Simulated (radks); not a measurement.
All-electron atom: Al2+ in [Ne] 3s1 (the NIST ground configuration). Method: scalar-relativistic Kohn-Sham, BLYP, spin-polarised, spherical densities, point nucleus; open shells are filled with parallel spins first; computed with a radial shooting solver on a logarithmic mesh with Libxc functionals.

Normalised radial functions P(r) = r R(r), r in bohr:

| r | 1s up | 2s up | 2p up |
|---|---|---|---|
| 0.003852 | 0.3376 | 0.0879 | 0.0011 |
| 0.005521 | 0.4727 | 0.1230 | 0.0021 |
| 0.007914 | 0.6557 | 0.1705 | 0.0042 |
| 0.01125 | 0.8913 | 0.2315 | 0.0083 |
| 0.01613 | 1.1971 | 0.3101 | 0.0165 |
| 0.02312 | 1.5646 | 0.4031 | 0.0322 |
| 0.03314 | 1.9669 | 0.5005 | 0.0619 |
| 0.0475 | 2.3395 | 0.5791 | 0.1159 |
| 0.06753 | 2.5700 | 0.5967 | 0.2068 |
| 0.0968 | 2.5368 | 0.4934 | 0.3560 |
| 0.1387 | 2.1437 | 0.2069 | 0.5729 |
| 0.1989 | 1.4561 | -0.2730 | 0.8424 |
| 0.285 | 0.7283 | -0.8373 | 1.1009 |
| 0.4086 | 0.2373 | -1.2453 | 1.2342 |
| 0.5809 | 0.0444 | -1.2671 | 1.1436 |
| 0.8327 | 0.0035 | -0.9063 | 0.8337 |
| 1.193 | 0.0001 | -0.4313 | 0.4474 |
| 1.711 | 0.0000 | -0.1224 | 0.1600 |
| 2.452 | 0.0000 | -0.0171 | 0.0323 |
| 3.486 | 0.0000 | -0.0009 | 0.0030 |
| 4.997 | 0.0000 | 0.0000 | 0.0001 |
| 7.163 | 0.0000 | 0.0000 | 0.0000 |

1s up: eigenvalue -1533.5 eV, 0 radial nodes, <r> = 0.120 bohr, 90 % of the charge inside 0.215 bohr. 2s up: eigenvalue -128.59 eV, 1 radial node at r = 0.165 bohr, <r> = 0.625 bohr, 90 % of the charge inside 0.990 bohr. 2p up: eigenvalue -90.274 eV, 0 radial nodes, <r> = 0.601 bohr, 90 % of the charge inside 1.02 bohr.
